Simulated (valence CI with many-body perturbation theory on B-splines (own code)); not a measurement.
# Xe XL: electric-dipole lines

Method: valence CI with perturbative core correlation (CI+MBPT): five valence electrons over a frozen Dirac-Fock core [Ne], radial functions for each j: 11 s, 11 p, 10 d, 8 f, 5 g, 2 h, with the one-electron correlation potential Σ1 (screened to all orders), the two-electron term Σ2, the three-electron term Σ3, Breit, model QED; selected single and double excitations, second order for the rest, scaled by the run's own slope (own B-spline code, finite nucleus).

The last digits are not significant, and no measured levels were compared; by estimate large intervals hold to a few tenths of a per cent, small ones and those within an open d or f shell to about a per cent. Among the levels kept, up to 4700 cm⁻¹ of a level comes from second order outside the variational space, and about a tenth of that is noise between levels of different J, which matters for small intervals.

Lines 101 to 150 of 547 in falling wavelength, among levels below 4380.6 × 10³ cm⁻¹, chosen from the strongest by gf and those to the six lowest levels. Wavelengths and rates use the calculated energies. Electric multipoles are in the length gauge with retardation, E1 and E2 with the static RPA response of the core. Weak lines are less certain than strong ones. Lines between different terms over intervals too small for the method are left out, as are lines whose strength nearly cancels. The highest levels of a list are the least certain.

Levels are named by their leading jj configuration (3d3/2^4 stands for four electrons in 3d with j = 3/2), which in mixed levels can hold well under half, so a name can repeat and another be missing. Letters in brackets count levels of one name in rising energy.

```
λ vac (Å)                               Upper                               Lower   A (s⁻¹)  S (a.u.) with core polarisation  S without
    69.02  (3s 3p1/2 3p3/2^2 3d3/2) J=7/2 [c]  (3s^2 3p1/2 3p3/2 3d3/2) J=5/2 [b]  2.03e+10                         2.64e-02   2.69e-02
    68.80  (3s 3p1/2 3p3/2^2 3d5/2) J=5/2 [c]  (3s^2 3p1/2 3p3/2 3d5/2) J=3/2 [c]  1.87e+10                         1.81e-02   1.84e-02
    68.80      (3s^2 3p3/2 3d5/2^2) J=7/2 [a]          (3s^2 3p3/2^2 3d5/2) J=9/2  1.36e+10                         1.74e-02   1.78e-02
    68.79          (3s^2 3p3/2 3d5/2^2) J=3/2          (3s^2 3p3/2^2 3d5/2) J=3/2  2.36e+10                         1.52e-02   1.54e-02
    68.41          (3s 3p1/2^2 3d5/2^2) J=5/2  (3s 3p1/2^2 3p3/2 3d5/2) J=3/2 [a]  2.22e+10                         2.11e-02   2.14e-02
    68.40  (3s^2 3p1/2 3d3/2 3d5/2) J=5/2 [b]  (3s^2 3p1/2 3p3/2 3d3/2) J=3/2 [b]  2.89e+10                         2.74e-02   2.79e-02
    68.36        (3s 3p3/2^3 3d5/2) J=7/2 [b]      (3s^2 3p3/2^2 3d5/2) J=5/2 [b]  9.87e+10                         1.25e-01   1.27e-01
    68.33  (3s^2 3p3/2 3d3/2 3d5/2) J=3/2 [b]      (3s^2 3p3/2^2 3d3/2) J=3/2 [b]  4.40e+10                         2.77e-02   2.82e-02
    68.26  (3s 3p1/2^2 3p3/2 3d5/2) J=5/2 [b]          (3s 3p1/2^2 3p3/2^2) J=3/2  1.04e+11                         9.75e-02   9.92e-02
    67.97      (3s^2 3p1/2 3d3/2 3d5/2) J=7/2      (3s^2 3p1/2 3p3/2 3d3/2) J=7/2  2.04e+10                         2.53e-02   2.58e-02
    67.97  (3s 3p1/2 3p3/2^2 3d3/2) J=3/2 [e]      (3s^2 3p1/2 3p3/2 3d5/2) J=1/2  4.25e+10                         2.64e-02   2.68e-02
    67.95  (3s 3p1/2 3p3/2^2 3d5/2) J=3/2 [d]            (3s 3p1/2 3p3/2^3) J=3/2  8.47e+10                         5.24e-02   5.34e-02
    67.82  (3s 3p1/2^2 3d3/2 3d5/2) J=5/2 [a]  (3s 3p1/2^2 3p3/2 3d3/2) J=3/2 [a]  3.80e+10                         3.51e-02   3.57e-02
    67.75  (3s^2 3p1/2 3p3/2 3d3/2) J=1/2 [b]          (3s^2 3p1/2 3p3/2^2) J=3/2  5.59e+08                         1.72e-04   1.75e-04
    67.71          (3s^2 3p1/2 3d5/2^2) J=5/2  (3s^2 3p1/2 3p3/2 3d5/2) J=5/2 [a]  1.65e+10                         1.52e-02   1.55e-02
    67.67  (3s^2 3p1/2 3p3/2 3d3/2) J=3/2 [b]          (3s^2 3p1/2 3p3/2^2) J=3/2  1.13e+09                         6.89e-04   7.05e-04
    67.62            (3s 3p3/2^3 3d5/2) J=9/2          (3s^2 3p3/2^2 3d5/2) J=7/2  1.06e+11                         1.62e-01   1.65e-01
    67.50  (3s 3p1/2 3p3/2^2 3d5/2) J=5/2 [d]  (3s^2 3p1/2 3p3/2 3d5/2) J=3/2 [c]  1.95e+10                         1.78e-02   1.81e-02
    67.50      (3s^2 3p3/2 3d5/2^2) J=5/2 [b]      (3s^2 3p3/2^2 3d5/2) J=5/2 [a]  1.93e+10                         1.76e-02   1.79e-02
    67.19         (3s^2 3p3/2 3d5/2^2) J=11/2          (3s^2 3p3/2^2 3d5/2) J=9/2  8.42e+10                         1.51e-01   1.54e-01
    67.10  (3s 3p1/2^2 3p3/2 3d5/2) J=3/2 [b]          (3s 3p1/2^2 3p3/2^2) J=1/2  5.14e+10                         3.07e-02   3.12e-02
    67.07  (3s^2 3p1/2 3p3/2 3d5/2) J=3/2 [c]          (3s^2 3p1/2 3p3/2^2) J=1/2  5.60e+10                         3.34e-02   3.39e-02
    66.98          (3s 3p1/2^2 3d5/2^2) J=7/2  (3s 3p1/2^2 3p3/2 3d3/2) J=5/2 [b]  2.93e+10                         3.48e-02   3.55e-02
    66.93  (3s 3p1/2^2 3p3/2 3d5/2) J=5/2 [a]          (3s 3p1/2^2 3p3/2^2) J=5/2  4.71e+10                         4.18e-02   4.25e-02
    66.92  (3s^2 3p1/2 3p3/2 3d5/2) J=3/2 [b]          (3s^2 3p1/2 3p3/2^2) J=5/2  6.55e+09                         3.88e-03   3.95e-03
    66.79          (3s 3p1/2^2 3d5/2^2) J=7/2  (3s 3p1/2^2 3p3/2 3d5/2) J=5/2 [a]  1.44e+10                         1.70e-02   1.73e-02
    66.79  (3s^2 3p3/2 3d3/2 3d5/2) J=7/2 [c]          (3s^2 3p3/2^2 3d3/2) J=7/2  2.73e+10                         3.21e-02   3.27e-02
    66.76  (3s^2 3p1/2 3p3/2 3d5/2) J=7/2 [b]          (3s^2 3p1/2 3p3/2^2) J=5/2  1.12e+11                         1.32e-01   1.34e-01
    66.74  (3s 3p1/2^2 3d3/2 3d5/2) J=3/2 [a]  (3s 3p1/2^2 3p3/2 3d3/2) J=1/2 [a]  4.39e+10                         2.58e-02   2.62e-02
    66.58  (3s 3p1/2 3p3/2^2 3d5/2) J=7/2 [f]            (3s 3p1/2 3p3/2^3) J=5/2  1.67e+11                         1.94e-01   1.98e-01
    66.57          (3s^2 3p1/2^2 3d5/2) J=5/2          (3s^2 3p1/2^2 3p3/2) J=3/2  8.30e+10                         7.25e-02   7.38e-02
    66.50  (3s^2 3p3/2 3d3/2 3d5/2) J=5/2 [d]      (3s^2 3p3/2^2 3d3/2) J=3/2 [b]  6.88e+10                         5.99e-02   6.10e-02
    66.27  (3s^2 3p1/2 3d3/2 3d5/2) J=3/2 [b]  (3s^2 3p1/2 3p3/2 3d3/2) J=1/2 [b]  7.11e+10                         4.09e-02   4.16e-02
    66.23  (3s 3p1/2^2 3p3/2 3d5/2) J=7/2 [b]          (3s^2 3p1/2^2 3d5/2) J=5/2  1.13e+11                         1.29e-01   1.32e-01
    66.20      (3s 3p1/2^2 3d3/2 3d5/2) J=9/2      (3s 3p1/2^2 3p3/2 3d3/2) J=7/2  7.91e+10                         1.13e-01   1.15e-01
    66.09  (3s 3p1/2 3p3/2^2 3d5/2) J=5/2 [e]  (3s^2 3p1/2 3p3/2 3d5/2) J=3/2 [c]  9.07e+10                         7.76e-02   7.90e-02
    66.01  (3s 3p1/2 3p3/2^2 3d5/2) J=5/2 [g]            (3s 3p1/2 3p3/2^3) J=3/2  1.99e+11                         1.69e-01   1.72e-01
    65.97  (3s^2 3p1/2 3d3/2 3d5/2) J=5/2 [a]  (3s^2 3p1/2 3p3/2 3d3/2) J=3/2 [a]  7.28e+10                         6.19e-02   6.31e-02
    65.92  (3s^2 3p3/2 3d3/2 3d5/2) J=5/2 [c]          (3s^2 3p3/2^2 3d3/2) J=7/2  1.43e+10                         1.21e-02   1.24e-02
    65.68  (3s^2 3p1/2 3d3/2 3d5/2) J=5/2 [a]  (3s^2 3p1/2 3p3/2 3d3/2) J=5/2 [a]  4.92e+10                         4.13e-02   4.21e-02
    65.61  (3s 3p1/2 3p3/2^2 3d5/2) J=7/2 [d]  (3s^2 3p1/2 3p3/2 3d5/2) J=5/2 [b]  1.40e+11                         1.56e-01   1.59e-01
    65.58  (3s^2 3p3/2 3d3/2 3d5/2) J=7/2 [c]          (3s^2 3p3/2^2 3d3/2) J=5/2  1.15e+11                         1.28e-01   1.30e-01
    65.53  (3s 3p1/2 3p3/2^2 3d5/2) J=3/2 [e]            (3s 3p1/2 3p3/2^3) J=1/2  3.00e+11                         1.66e-01   1.70e-01
    65.43          (3s^2 3p3/2 3d5/2^2) J=1/2          (3s^2 3p3/2^2 3d3/2) J=1/2  1.74e+11                         4.80e-02   4.89e-02
    65.33  (3s 3p1/2^2 3p3/2 3d5/2) J=3/2 [a]          (3s 3p1/2^2 3p3/2^2) J=5/2  2.63e+10                         1.45e-02   1.48e-02
    65.31  (3s 3p1/2 3p3/2^2 3d5/2) J=5/2 [c]  (3s^2 3p1/2 3p3/2 3d5/2) J=3/2 [b]  5.65e+10                         4.66e-02   4.74e-02
    65.26  (3s 3p1/2^2 3d3/2 3d5/2) J=5/2 [b]      (3s 3p1/2^2 3p3/2 3d3/2) J=7/2  1.81e+10                         1.49e-02   1.52e-02
    65.25  (3s 3p1/2^2 3p3/2 3d3/2) J=3/2 [b]          (3s^2 3p1/2^2 3d3/2) J=3/2  5.06e+10                         2.77e-02   2.83e-02
    65.21  (3s 3p1/2 3p3/2^2 3d5/2) J=9/2 [c]  (3s^2 3p1/2 3p3/2 3d5/2) J=7/2 [b]  1.21e+11                         1.65e-01   1.68e-01
    65.20      (3s^2 3p1/2 3d3/2 3d5/2) J=7/2  (3s^2 3p1/2 3p3/2 3d3/2) J=5/2 [a]  9.26e+10                         1.01e-01   1.03e-01
```
